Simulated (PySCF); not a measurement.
diiodomethane (CH₂I₂), singlet, at a GFN2-xTB geometry (all electrons, no relativity); HF/STO-3G in PySCF.

Input for PySCF:
```python
from pyscf import gto, scf

mol = gto.M(
    atom='''
I    -1.801318    0.103525    0.010569
C    -0.006413   -1.071194    0.028147
I     1.802424    0.081268   -0.015425
H    -0.003488   -1.660005    0.937825
H    -0.016669   -1.706886   -0.849356
''',
    basis='sto-3g',
    charge=0,
    spin=0,
    verbose=4,
)

mf = scf.RHF(mol)
mf.kernel()
```

What does PySCF print? Leave out banner, timings and long lists.


```
PySCF version 2.14.0

[INPUT] verbose = 4
[INPUT] num. atoms = 5
[INPUT] num. electrons = 114
[INPUT] charge = 0
[INPUT] spin (= nelec alpha-beta = 2S) = 0
[INPUT] symmetry False subgroup None
[INPUT] Mole.unit = angstrom
[INPUT] Symbol           X                Y                Z      unit          X                Y                Z       unit  Magmom
[INPUT]  1 I     -1.801318000000   0.103525000000   0.010569000000 AA   -3.403997683249   0.195633897046   0.019972515411 Bohr   0.0
[INPUT]  2 C     -0.006413000000  -1.071194000000   0.028147000000 AA   -0.012118813637  -2.024263286277   0.053190121228 Bohr   0.0
[INPUT]  3 I      1.802424000000   0.081268000000  -0.015425000000 AA    3.406087720343   0.153574262691  -0.029149025471 Bohr   0.0
[INPUT]  4 H     -0.003488000000  -1.660005000000   0.937825000000 AA   -0.006591364722  -3.136954815409   1.772232402770 Bohr   0.0
[INPUT]  5 H     -0.016669000000  -1.706886000000  -0.849356000000 AA   -0.031499844770  -3.225547065854  -1.605050222256 Bohr   0.0

nuclear repulsion = 617.30416983061
number of shells = 27
number of NR pGTOs = 183
number of NR cGTOs = 61
basis = sto-3g
ecp = {}

******** <class 'pyscf.scf.hf.RHF'> ********
method = RHF
initial guess = minao
damping factor = 0
level_shift factor = 0
DIIS = <class 'pyscf.scf.diis.CDIIS'>
diis_start_cycle = 1
diis_space = 8
diis_damp = 0
SCF conv_tol = 1e-09
SCF conv_tol_grad = None
SCF max_cycles = 50
direct_scf = True
direct_scf_tol = 1e-13
Set gradient conv threshold to 3.16228e-05
Initial guess from minao.
init E= -13695.6210707852
  HOMO = -0.666964265414486  LUMO = -0.303987725057869  gap/eV = 9.87709
cycle= 1 E= -13739.8079394234  delta_E= -44.2  |g|= 0.488  |ddm|= 2.81
  HOMO = -0.249645006334773  LUMO = 0.13758748574334  gap/eV = 10.53713
cycle= 2 E= -13739.9190923778  delta_E= -0.111  |g|= 0.28  |ddm|= 1.35
  HOMO = -0.259618857775358  LUMO = 0.236059124419219  gap/eV = 13.48808
cycle= 3 E= -13739.9445654354  delta_E= -0.0255  |g|= 0.039  |ddm|= 0.399
  HOMO = -0.271409133536551  LUMO = 0.238911832745092  gap/eV = 13.88654
cycle= 4 E= -13739.9457263753  delta_E= -0.00116  |g|= 0.00407  |ddm|= 0.123
  HOMO = -0.27155180013233  LUMO = 0.23667794919446  gap/eV = 13.82964
cycle= 5 E= -13739.9457460978  delta_E= -1.97e-05  |g|= 0.00105  |ddm|= 0.0182
  HOMO = -0.271564521242049  LUMO = 0.23695127553763  gap/eV = 13.83742
cycle= 6 E= -13739.945747615  delta_E= -1.52e-06  |g|= 0.00013  |ddm|= 0.00624
  HOMO = -0.271561922468469  LUMO = 0.236875826053554  gap/eV = 13.83530
cycle= 7 E= -13739.945747634  delta_E= -1.9e-08  |g|= 1.84e-05  |ddm|= 0.000667
  HOMO = -0.271563474607626  LUMO = 0.236882740001859  gap/eV = 13.83553
cycle= 8 E= -13739.9457476343  delta_E= -3.51e-10  |g|= 2.57e-06  |ddm|= 9.5e-05
  HOMO = -0.271563347722479  LUMO = 0.236881971975969  gap/eV = 13.83550
Extra cycle  E= -13739.9457476343  delta_E= -2.91e-11  |g|= 1.02e-06  |ddm|= 8.47e-06
converged SCF energy = -13739.9457476343
```
